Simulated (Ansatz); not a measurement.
Reaction (formal exchange of groups at a C–O bond): `N=C(N)CO` + BH₃ → `BCC(=N)N` + H₂O

Program: Ansatz. Geometries: PBE0-D4/def2-TZVP. ΔE: electronic, gas phase. CCSD(T)/CBS adds triple-zeta CCSD(T) − MP2 to the extrapolated MP2 energy (def2 sets, frozen cores). This one scheme is used for every species. DFT in def2-TZVPP. B3LYP here is the variant with VWN-RPA as its local correlation; programs differ in this. Each species was taken in one conformer, which may not be the lowest.

`N=C(N)CO`:

Z-matrix (Å, degrees):
```
C
O 1 1.412
C 1 1.517 2 113.9
H 1 1.093 2 105.9 3 118.9
H 1 1.095 2 111.9 3 -123.8
H 2 0.961 1 108.4 3 72.9
N 3 1.358 1 113.5 2 33.8
N 3 1.274 1 124.9 2 -149.9
H 7 1.004 3 118.2 1 -18.0
H 7 1.005 3 117.6 1 -172.6
H 8 1.016 3 110.5 1 2.5
```

BH₃:

Cartesian coordinates in Å:
```
B 0.000 0.000 0.000
H 0.794 0.729 -0.512
H 0.056 -0.215 1.173
H -0.850 -0.514 -0.661
```

`BCC(=N)N`:

```xyz
12

B     1.138    0.936   -1.041
C     0.596   -0.451   -0.610
C    -0.630   -0.512    0.253
N    -1.629   -1.192   -0.149
N    -0.525    0.156    1.452
H     1.895    1.019   -1.963
H     0.878    1.934   -0.427
H     1.457   -0.844   -0.031
H     0.475   -1.142   -1.445
H    -2.402   -1.149    0.515
H    -1.382    0.323    1.954
H     0.128    0.921    1.493
```

H₂O:

```xyz
3

O     0.079    0.200   -0.324
H     0.303   -0.713   -0.133
H    -0.382    0.513    0.457
```

CCSD(T)/CBS gives -96.1 kJ/mol.

(1) Another level gave -96.4 kJ/mol. Which?
A. HF/def2-TZVPP
B. ωB97M-V/def2-TZVPP
C. B3LYP/def2-TZVPP
D. MP2/def2-TZVPP

Largest T1 diagnostic among the species: 0.013.

Results:

(1) D. MP2/def2-TZVPP -96.4, B3LYP -84.3, ωB97M-V -90.2, HF/def2-TZVPP -74.3 kJ/mol.

In def2-TZVPP, CCSD(T) changes the Hartree–Fock value by −16.2 kJ/mol (the triples alone add −1.0 kJ/mol) and MP2 by −22.2 kJ/mol.

CCSD(T)/CBS has its own doubt, a few kJ/mol and more with outer-core shells, so smaller differences from it don't rank the levels.
